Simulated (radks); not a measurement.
Results of a calculation; reference values are marked as such.
Problem. The mean radii <r> (bohr) of the occupied orbitals of an atom or ion are listed with their occupations. Level of theory: scalar-relativistic Kohn-Sham, r2SCAN, spin-polarised, spherical densities, finite nucleus; meta-GGA in the generalised Kohn-Sham scheme; Fermi nuclear charge, rms radius of each element as measured or else 0.836 A^(1/3) + 0.57 fm (a radial shooting solver on a logarithmic mesh with Libxc functionals).

orbital  occ.      <r>
1s up       1  0.02275
1s down     1  0.02275
2s up       1  0.09698
2s down     1  0.09698
2p up       3  0.08548
2p down     3  0.08548
3s up       1   0.2546
3s down     1   0.2544
3p up       3   0.2531
3p down     3   0.2528
3d up       5   0.2311
3d down     5   0.2308
4s up       1   0.5799
4s down     1   0.5797
4p up       3   0.6140
4p down     3   0.6136
4d up       5   0.6720
4d down     5   0.6717
5s up       1    1.387
5s down     1    1.422
5p up       3    1.599
5p down     2    1.640
4f up       6   0.9447
6s up       1    3.420

Name the element and its charge. Open shells, if any, are filled with parallel spins first.

Solution. Z = 62, samarium, charge +2: Sm2+ in [Kr] 4d10 4f6 5s2 5p5 6s1. The 1s radius gives Z: for a bare nucleus <r> = (2 gamma + 1)/(2Z) with gamma = sqrt(1 - (Z/c)^2), 0.02245 bohr for Z = 62, and screening makes it slightly larger (0.02275 here). The occupations add up to 60, and the charge is Z minus that.
